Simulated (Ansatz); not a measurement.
Basis sets compared for Li₈Cl₈ (started as a model of: 2x2x4 LiCl rock-salt block). The state is a singlet with charge 0. Geometry PBE0-D4/def2-SVP. Ansatz on 4 threads of Arm Neoverse V2 on a shared host; times are rough, and most runs start from earlier orbitals.

```xyz
16

Li   -3.4216    1.1427    0.6489
Cl   -1.1932    1.5274    1.0860
Li    1.1434    1.2363    1.0161
Cl    3.4795    1.4222    1.3096
Cl   -3.4502    1.1013   -1.6518
Li   -1.1180    0.9469   -1.3124
Cl    1.2247    1.1549   -1.4501
Li    3.4449    0.8498   -0.9190
Cl   -3.6354   -1.0789    1.2096
Li   -1.2783   -0.9389    1.1625
Cl    1.0272   -1.1620    1.5907
Li    3.2981   -0.8716    1.3402
Li   -3.3215   -1.1213   -1.0696
Cl   -1.0586   -1.5198   -1.2270
Li    1.2529   -1.2438   -0.8666
Cl    3.6061   -1.4452   -0.8670
```

Binding counts from free atoms (Li doublet, Cl doublet) in the same basis, without a counterpoise term.

```tsv
level	functions	energy (Eh)	HOMO (eV)	LUMO (eV)	binding per atom (eV)	wall time
PBE-D4/def2-SVP	216	-3740.0092	-7.09	-1.15	3.40	6 s
PBE0-D4/def2-SVP	216	-3740.3737	-8.50	-0.58	3.38	9 s
```

(1) Estimate the rows for PBE-D4/def2-TZVP (with forces), PBE0-D4/def2-TZVP.

Answers

(1) 
```tsv
level	functions	energy (Eh)	HOMO (eV)	LUMO (eV)	binding per atom (eV)	wall time
PBE-D4/def2-TZVP (with forces)	408	-3741.2641	-7.22	-1.20	3.23	13 s
PBE0-D4/def2-TZVP	408	-3741.6086	-8.59	-0.61	3.22	32 s
```
